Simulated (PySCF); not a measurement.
**How the method changes the constants of PmS**

State: sextet, about 4.8 electrons in the 4f shell (Mulliken), real f orbitals that mix terms. Set-up: Pm x2c-SVPall, S x2c-SVPall; spin-free X2C with a Gaussian nucleus (PySCF 2.14). De refers to Pm (4f5 6s2) + S in their high-spin ground configurations, without counterpoise correction. The functionals are run spin-unrestricted. A positive dipole means Pm(−)S(+). Levels whose curve was spin-contaminated or gave no clean fit are not listed.

| Level | Re (Å) | ωe (cm⁻¹) | De (eV) | μ (D) |
| --- | --- | --- | --- | --- |
| PBE | 2.372 | 405 | 4.88 | -6.69 |
| r²SCAN | 2.362 | 417 | 5.11 | -6.74 |
| PBE0 | 2.368 | 396 | 4.39 | -7.76 |
| CAM-B3LYP | 2.368 | 403 | 3.98 | -8.08 |

The bond length runs from 2.362 Å (r²SCAN) to 2.372 Å (PBE). De spans 3.98 eV (CAM-B3LYP, range-separated hybrid) to 5.11 eV (r²SCAN, meta-GGA).

Spin–orbit coupling is left out, which matters for elements this heavy, above all for dissociation energies. With d or f electrons several states lie close, and the lowest PBE0 determinant need not be the measured ground state.

The whole job (state search and all levels along the bond) took about 21 min on 2 threads of Arm Neoverse V2 (shared host), peak memory 4.3 GiB.
